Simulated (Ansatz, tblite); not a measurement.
Spin states of Si3B⁻, each relaxed with PBE0-D4/def2-TZVPD in Ansatz. Electronic energies in the gas phase.

The xTB rows come from tblite. Correlated methods freeze 16 core orbitals. In CCSD on the charge -1 triplet the largest single amplitude is 0.22, so its Hartree–Fock determinant may place the open shell otherwise than the density functionals do. The structure comes from a short search, and lower isomers may exist.

Singlet geometry (C2v within 0.1 Å):

```xyz
4

B    -0.5795   -0.1938    0.4827
Si    0.9251    0.1223    1.5753
Si   -1.3110   -0.2405   -1.2553
Si    0.9654    0.3120   -0.8027
```

Triplet geometry (C2v within 0.1 Å):

```xyz
4

B     0.123   -0.504   -0.745
Si    1.615   -0.597    0.420
Si   -1.559    0.369   -0.758
Si   -0.179    0.733    1.084
```

Quintet geometry (C2v within 0.1 Å):

Cartesian coordinates in Å:
```
B 0.379 -0.644 -0.555
Si -1.411 -1.074 -0.056
Si 1.575 0.795 -0.187
Si -0.543 0.923 0.798
```

⟨S²⟩: triplet 2.04 at PBE0-D4/def2-TZVPD (pure 2.00), quintet 6.04 at PBE0-D4/def2-TZVPD (pure 6.00).

Run but left out: HF/STO-3G (singlet: restricted singlet, unstable in another Hartree–Fock run and untested here); HF/def2-TZVPD, HF/def2-TZVPPD (singlet: restricted singlet, unstable towards broken spin symmetry); MP2/def2-TZVPD, MP2/def2-TZVPPD (triplet: ⟨S²⟩ 2.25, where a pure state has 2.00); MP2/def2-TZVPD, MP2/def2-TZVPPD (quintet: ⟨S²⟩ 6.21, where a pure state has 6.00).

Only these spin states were relaxed.

Estimate which spin state lies lowest at each of these levels, and by how much: GFN1-xTB; revPBE-D4/def2-TZVPD; BHLYP-D4/def2-TZVPD; ωB97X-V/def2-TZVPD; B2PLYP/def2-TZVPD; PBE-QIDH/def2-TZVPD; CCSD/def2-TZVPPD; CCSD(T)/def2-TZVPPD.


```csv
level,triplet − singlet (kJ/mol),quintet − singlet (kJ/mol),lowest of these,remarks
GFN1-xTB,-42.5,247.1,triplet,–
revPBE-D4/def2-TZVPD,89.0,276.4,singlet,"HOMO above zero (quintet), HOMO above zero (triplet)"
BHLYP-D4/def2-TZVPD,122.6,319.8,singlet,–
ωB97X-V/def2-TZVPD,132.9,338.9,singlet,–
B2PLYP/def2-TZVPD,115.7,317.6,singlet,–
PBE-QIDH/def2-TZVPD,114.2,307.2,singlet,–
CCSD/def2-TZVPPD,120.2,314.7,singlet,"large T1 (0.058) (quintet), large T1 (0.059) (triplet), restricted SCF unstable (singlet), spin-contaminated (⟨S²⟩ 2.25) (triplet), spin-contaminated (⟨S²⟩ 6.21) (quintet)"
CCSD(T)/def2-TZVPPD,114.0,313.2,singlet,"large T1 (0.058) (quintet), large T1 (0.059) (triplet), restricted SCF unstable (singlet), spin-contaminated (⟨S²⟩ 2.25) (triplet), spin-contaminated (⟨S²⟩ 6.21) (quintet)"
```

The xTB methods have no spin-polarisation term.
